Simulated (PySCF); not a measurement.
## Shapes and spin states of Sr₂S

All numbers come from PySCF, PBE0, basis S def2-TZVP, Sr def2-TZVP with ECP28 (scalar-relativistic core potentials, no spin–orbit coupling, density fitting).

Relaxations began from a few typed shapes and spin states; open shells are unrestricted. The search is not exhaustive: other isomers or separated fragments can lie lower, and high-lying points may rest on an excited occupation.

(1) Which is the lowest minimum found?
A. broken-symmetry Ms = 0 C2v: Sr–Sr 3.661 Å, S–Sr 2.628 Å (×2); Sr–S–Sr 88.3°, S–Sr–Sr 45.8° (×2)
B. triplet D∞h: S–Sr 2.627 Å (×2); Sr–S–Sr 180.0°
C. triplet C2v: S–Sr 2.628 Å (×2); Sr–S–Sr 161.1°

## Answers

(1) A. The others lie at 12.4 (triplet D∞h), 12.5 (triplet C2v) kJ/mol above it.
